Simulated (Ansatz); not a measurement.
Molecule: sum formula H$_{2}$BO, charge 0, multiplicity 2. It need not be the lowest isomer of its formula. 
Coordinates optimised at B3LYP-D3(BJ)/def2-TZVP (Ansatz, a quantum-chemistry and plane-wave program):
SMILES: [BH]O
```xyz
4

B     -0.7319     0.1970     0.2269
O      0.4516    -0.3244    -0.0878
H     -1.0577     1.3406     0.0563
H      1.1043     0.2699    -0.4882
```
Charge 0, spin multiplicity 2.

Basis-set convergence of Hartree-Fock and CCSD(T) correlation energies (hartree) with Ansatz. Correlated levels leave the core frozen unless marked. UHF or UKS for open shells. No spin-orbit coupling. No relativistic terms.

```tsv
basis	functions	E(HF)	E(corr, CCSD(T))
aug-cc-pVDZ	64	-100.69987	-0.29140
aug-cc-pVTZ	138	-100.72863	-0.35112
aug-cc-pVQZ	252	-100.73550	-0.37065
```

Extrapolating the two largest sets (X = 3 and 4) as X^-3: E(corr) = (64·(-0.37065) - 27·(-0.35112))/37 = -0.3849 Eh, an estimate of the basis-set limit. The largest set recovers 96.3 % of it, the smallest 75.7 %.
